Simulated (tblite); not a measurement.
Record of a relaxation.

C4H12BN.
Bonds: C1–C2, C2–C3, C3–B4, B4–C5, B4–N6. Hydrogens: H7, H8, H9 on C1; H10, H11 on C2; H12, H13 on C3; H14, H15, H16 on C5; H17, H18 on N6.

Computed with GFN2-xTB (tblite), gas phase: L-BFGS steps from a force-field or distance-geometry start until the largest atomic force falls under 0.01 eV/Å. 10 of its 176 geometries are shown.

Step 0: E = -511.9763 eV, largest atomic force 1.397 eV/Å
```
atom  x, y, z in Å  |  force x, y, z in eV/Å
C1     -2.750    0.112   -0.197   -0.853   0.259  -0.074
C2     -1.412   -0.406    0.270    0.231  -0.505   0.684
C3     -0.250    0.446   -0.259   -0.003  -0.009   0.125
B4      1.177   -0.063    0.207   -0.005  -0.992   0.777
C5      2.480    0.708   -0.249    0.235   0.075  -0.096
N6      1.302   -1.297    1.111    0.881   0.957  -0.510
H7     -3.569   -0.522    0.206    0.452   0.450  -0.317
H8     -2.805    0.098   -1.301   -0.056   0.070   0.552
H9     -2.910    1.152    0.161    0.043  -0.640  -0.304
H10    -1.397   -0.403    1.397    0.110  -0.093  -1.023
H11    -1.292   -1.462   -0.071    0.039   0.722   0.317
H12    -0.283    0.438   -1.371   -0.063   0.252   0.624
H13    -0.388    1.499    0.096    0.032  -0.681  -0.482
H14     3.393    0.224    0.156   -0.382   0.526  -0.381
H15     2.534    0.708   -1.363    0.138   0.208   0.855
H16     2.431    1.761    0.111    0.235  -0.722  -0.441
H17     1.915   -1.981    0.617   -0.538   0.625   0.676
H18     1.816   -1.004    1.974   -0.496  -0.503  -0.982
```

Step 19: E = -512.2150 eV, largest atomic force 0.037 eV/Å
```
atom  x, y, z in Å  |  force x, y, z in eV/Å
C1     -2.760    0.116   -0.197    0.004  -0.002   0.002
C2     -1.417   -0.419    0.285    0.037   0.004   0.002
C3     -0.239    0.411   -0.230    0.007   0.017  -0.009
B4      1.201   -0.080    0.226   -0.026   0.017  -0.015
C5      2.493    0.719   -0.259   -0.011  -0.008   0.003
N6      1.309   -1.261    1.084   -0.007  -0.006   0.000
H7     -3.573   -0.496    0.186   -0.020  -0.002   0.001
H8     -2.810    0.108   -1.284    0.005   0.009  -0.014
H9     -2.912    1.138    0.144    0.004   0.014  -0.004
H10    -1.398   -0.423    1.375    0.011  -0.016  -0.008
H11    -1.296   -1.451   -0.048    0.010   0.003   0.019
H12    -0.281    0.438   -1.324    0.006  -0.006   0.011
H13    -0.382    1.452    0.080    0.005  -0.011   0.004
H14     3.426    0.295    0.108   -0.001   0.012  -0.011
H15     2.553    0.749   -1.346   -0.016  -0.001   0.013
H16     2.456    1.757    0.068   -0.015  -0.015  -0.006
H17     1.864   -1.994    0.660    0.013  -0.007  -0.001
H18     1.758   -1.054    1.968   -0.005  -0.003   0.013
```

Step 39: E = -512.5477 eV, largest atomic force 1.652 eV/Å
```
atom  x, y, z in Å  |  force x, y, z in eV/Å
C1     -2.723    0.159   -0.211    0.239  -0.074   0.083
C2     -1.407   -0.417    0.340   -0.369   0.000  -0.012
C3     -0.200    0.412   -0.113   -0.275  -0.278  -0.046
B4      1.241   -0.161    0.256    0.177   0.118  -0.184
C5      2.437    0.671   -0.364    0.010   0.399  -0.274
N6      1.451   -1.335    1.009    0.810  -0.018   0.668
H7     -3.605   -0.411    0.123    0.440   0.221  -0.113
H8     -2.674    0.122   -1.309   -0.200   0.220   0.367
H9     -2.811    1.194    0.145   -0.174  -0.267  -0.322
H10    -1.462   -0.424    1.436    0.063  -0.146  -0.182
H11    -1.301   -1.442   -0.035    0.071   0.137   0.278
H12    -0.216    0.422   -1.211   -0.011   0.019   0.043
H13    -0.362    1.456    0.166    0.119  -0.031   0.164
H14     3.460    0.452   -0.120    0.357  -0.631   0.313
H15     2.412    0.768   -1.435   -0.151  -0.182  -0.557
H16     2.303    1.688   -0.028   -0.165   0.460   0.243
H17     2.371   -1.822    0.871   -1.250   0.760   0.767
H18     1.077   -1.327    1.973    0.310  -0.707  -1.238
```

Step 58: E = -512.9687 eV, largest atomic force 0.941 eV/Å
```
atom  x, y, z in Å  |  force x, y, z in eV/Å
C1     -2.775    0.149   -0.192    0.135  -0.102   0.093
C2     -1.454   -0.398    0.356    0.111  -0.030   0.012
C3     -0.249    0.426   -0.124    0.015  -0.065   0.049
B4      1.231   -0.104    0.185   -0.037  -0.028   0.007
C5      2.500    0.642   -0.440    0.050   0.033   0.002
N6      1.528   -1.210    0.984    0.448   0.127   0.818
H7     -3.584   -0.485    0.178   -0.047   0.244  -0.157
H8     -2.775    0.142   -1.284   -0.021  -0.084   0.167
H9     -2.932    1.180    0.132   -0.032  -0.170   0.035
H10    -1.506   -0.419    1.449    0.077   0.174  -0.024
H11    -1.350   -1.441    0.046    0.089   0.056  -0.145
H12    -0.332    0.515   -1.215   -0.003   0.053   0.130
H13    -0.358    1.447    0.267    0.018  -0.122  -0.085
H14     3.425    0.166   -0.100   -0.065   0.135  -0.191
H15     2.534    0.711   -1.526   -0.091  -0.193  -0.013
H16     2.537    1.679   -0.104   -0.055  -0.057   0.110
H17     2.514   -1.461    1.065   -0.410   0.026  -0.001
H18     1.038   -1.534    1.817   -0.182   0.003  -0.808
```

Step 78: E = -513.0160 eV, largest atomic force 0.945 eV/Å
```
atom  x, y, z in Å  |  force x, y, z in eV/Å
C1     -2.758    0.097   -0.054    0.091  -0.109   0.102
C2     -1.393   -0.328    0.486    0.140  -0.019  -0.001
C3     -0.256    0.582   -0.010    0.076  -0.068   0.024
B4      1.219   -0.025    0.130    0.014  -0.031   0.009
C5      2.427    0.359   -0.842    0.079   0.009   0.023
N6      1.544   -0.945    1.122    0.445   0.140   0.822
H7     -3.501   -0.603    0.331   -0.127   0.196  -0.139
H8     -2.769    0.071   -1.146   -0.006  -0.047   0.150
H9     -3.009    1.110    0.262    0.007  -0.129   0.021
H10    -1.435   -0.355    1.580    0.070   0.211  -0.037
H11    -1.198   -1.360    0.182    0.028   0.059  -0.167
H12    -0.442    0.797   -1.067   -0.019   0.039   0.089
H13    -0.313    1.548    0.512   -0.043  -0.148  -0.098
H14     3.242   -0.357   -0.707   -0.016   0.123  -0.171
H15     2.206    0.422   -1.905   -0.166  -0.135   0.029
H16     2.831    1.341   -0.583   -0.078  -0.061   0.105
H17     2.504   -1.280    1.175   -0.370   0.045  -0.008
H18     1.092   -1.066    2.030   -0.125  -0.075  -0.755
```

Step 97: E = -513.0190 eV, largest atomic force 0.946 eV/Å
```
atom  x, y, z in Å  |  force x, y, z in eV/Å
C1     -2.761    0.099   -0.049    0.098  -0.105   0.092
C2     -1.391   -0.317    0.486    0.131  -0.028   0.004
C3     -0.251    0.590   -0.006    0.079  -0.079   0.023
B4      1.222   -0.026    0.140    0.020  -0.035   0.018
C5      2.416    0.340   -0.858    0.059   0.032   0.021
N6      1.558   -0.936    1.138    0.452   0.146   0.818
H7     -3.492   -0.611    0.343   -0.135   0.219  -0.155
H8     -2.779    0.073   -1.140    0.004  -0.063   0.142
H9     -3.024    1.110    0.265    0.029  -0.137   0.046
H10    -1.427   -0.339    1.579    0.050   0.163  -0.030
H11    -1.196   -1.349    0.179    0.030   0.045  -0.138
H12    -0.425    0.804   -1.066   -0.044   0.045   0.103
H13    -0.321    1.553    0.518    0.017  -0.135  -0.121
H14     3.229   -0.383   -0.753   -0.052   0.126  -0.139
H15     2.162    0.410   -1.912   -0.146  -0.133   0.017
H16     2.833    1.318   -0.606   -0.060  -0.071   0.101
H17     2.519   -1.272    1.183   -0.380   0.056  -0.029
H18     1.119   -1.058    2.053   -0.150  -0.045  -0.773
```

Step 117: E = -513.0550 eV, largest atomic force 0.707 eV/Å
```
atom  x, y, z in Å  |  force x, y, z in eV/Å
C1     -2.712    0.060   -0.115    0.045  -0.068   0.120
C2     -1.374   -0.298    0.526    0.094  -0.038   0.023
C3     -0.241    0.630    0.066    0.079  -0.063   0.012
B4      1.232    0.010    0.188   -0.044  -0.123  -0.071
C5      2.400    0.403   -0.822    0.045   0.052   0.040
N6      1.536   -0.996    1.097    0.293   0.174   0.619
H7     -3.447   -0.686    0.182   -0.127   0.101  -0.113
H8     -2.625    0.070   -1.202   -0.038  -0.062   0.131
H9     -3.057    1.042    0.208    0.037  -0.034   0.005
H10    -1.468   -0.272    1.615   -0.020   0.107  -0.016
H11    -1.134   -1.333    0.271    0.049   0.009  -0.141
H12    -0.415    0.867   -0.987    0.000   0.049   0.031
H13    -0.334    1.579    0.605    0.079  -0.072  -0.072
H14     3.315   -0.129   -0.561    0.035   0.070  -0.136
H15     2.167    0.170   -1.858   -0.072  -0.081  -0.012
H16     2.633    1.468   -0.811   -0.076  -0.025   0.093
H17     2.477   -1.374    1.137   -0.254   0.048  -0.024
H18     1.037   -1.203    1.956   -0.126  -0.044  -0.490
```

Step 136: E = -513.0989 eV, largest atomic force 0.340 eV/Å
```
atom  x, y, z in Å  |  force x, y, z in eV/Å
C1     -2.689    0.030   -0.191    0.043  -0.016   0.056
C2     -1.389   -0.312    0.533    0.014  -0.032   0.005
C3     -0.225    0.598    0.104   -0.021  -0.034  -0.005
B4      1.236   -0.035    0.190    0.048  -0.019   0.051
C5      2.389    0.494   -0.771    0.108  -0.022   0.029
N6      1.551   -1.040    1.092   -0.026   0.088   0.293
H7     -3.449   -0.718    0.040   -0.033   0.129  -0.009
H8     -2.532    0.038   -1.269   -0.026  -0.028   0.053
H9     -3.052    1.014    0.108    0.002  -0.082  -0.018
H10    -1.554   -0.239    1.611    0.049   0.029  -0.016
H11    -1.139   -1.355    0.324    0.032   0.021  -0.093
H12    -0.403    0.917   -0.927   -0.005  -0.009   0.062
H13    -0.251    1.514    0.704   -0.043  -0.009  -0.059
H14     3.378    0.307   -0.353   -0.014   0.038  -0.038
H15     2.369    0.007   -1.744   -0.082  -0.010  -0.001
H16     2.306    1.563   -0.957   -0.012  -0.028  -0.004
H17     2.478   -1.434    1.140   -0.050  -0.004   0.034
H18     0.967   -1.343    1.860    0.016  -0.012  -0.339
```

Step 156: E = -513.1859 eV, largest atomic force 0.052 eV/Å
```
atom  x, y, z in Å  |  force x, y, z in eV/Å
C1     -2.723    0.110   -0.154    0.003  -0.001   0.007
C2     -1.381   -0.426    0.335    0.015   0.009  -0.003
C3     -0.216    0.447   -0.134    0.017   0.014   0.001
B4      1.257   -0.062    0.208    0.014  -0.001   0.009
C5      2.505    0.677   -0.446   -0.020  -0.015  -0.023
N6      1.469   -1.126    1.067    0.007   0.006   0.031
H7     -3.547   -0.458    0.273   -0.018  -0.018  -0.008
H8     -2.787    0.044   -1.238    0.005   0.011  -0.003
H9     -2.843    1.154    0.129   -0.005   0.006   0.025
H10    -1.389   -0.464    1.427   -0.005  -0.010  -0.003
H11    -1.253   -1.446   -0.037    0.016   0.000   0.015
H12    -0.307    0.591   -1.214   -0.010  -0.009  -0.005
H13    -0.344    1.442    0.303   -0.010   0.012  -0.029
H14     3.463    0.262   -0.138   -0.016  -0.004  -0.012
H15     2.456    0.620   -1.533    0.038   0.011   0.034
H16     2.515    1.736   -0.195   -0.009  -0.005  -0.007
H17     2.385   -1.459    1.317   -0.017  -0.004  -0.012
H18     0.732   -1.635    1.524   -0.005  -0.003  -0.019
```

Step 175: E = -513.1926 eV, largest atomic force 0.010 eV/Å
```
atom  x, y, z in Å  |  force x, y, z in eV/Å
C1     -2.723    0.110   -0.184    0.003   0.000  -0.003
C2     -1.380   -0.433    0.291    0.008   0.001   0.002
C3     -0.210    0.421   -0.202    0.007   0.001  -0.002
B4      1.253   -0.059    0.220    0.002  -0.009   0.002
C5      2.522    0.765   -0.268   -0.002  -0.002  -0.006
N6      1.436   -1.191    0.994   -0.001   0.002  -0.001
H7     -3.544   -0.500    0.190    0.000  -0.007   0.003
H8     -2.769    0.113   -1.271   -0.001   0.007  -0.002
H9     -2.867    1.130    0.166   -0.002   0.001   0.000
H10    -1.375   -0.460    1.384    0.000  -0.002   0.003
H11    -1.262   -1.457   -0.072   -0.003  -0.003   0.002
H12    -0.264    0.477   -1.293   -0.001   0.000  -0.006
H13    -0.366    1.447    0.146    0.002  -0.001   0.004
H14     3.453    0.420    0.178   -0.003   0.000  -0.003
H15     2.636    0.693   -1.349    0.000   0.002   0.010
H16     2.425    1.825   -0.042    0.000   0.001  -0.001
H17     2.341   -1.529    1.276   -0.005   0.007  -0.001
H18     0.684   -1.767    1.331   -0.002   0.000   0.001
```

**Question.** Summarise the path.

**Answer.** The energy falls by 1.2163 eV from step 0 to step 175; nine tenths of that is first reached at step 124. It rises by more than 0.2 meV at steps 31, 34 and 116. The largest force goes from 1.397 to 0.010 eV/Å. Among the bonds B4–N6 changes most, from 1.534 to 1.383 Å; the atoms move by 0.424 Å rms after alignment.

The cost below is that of the whole relaxation. Time: 0.95 s of wall time. Hardware: one thread, Arm Neoverse V1 (aarch64), shared host with 32 logical CPUs at a one-minute load of 18.
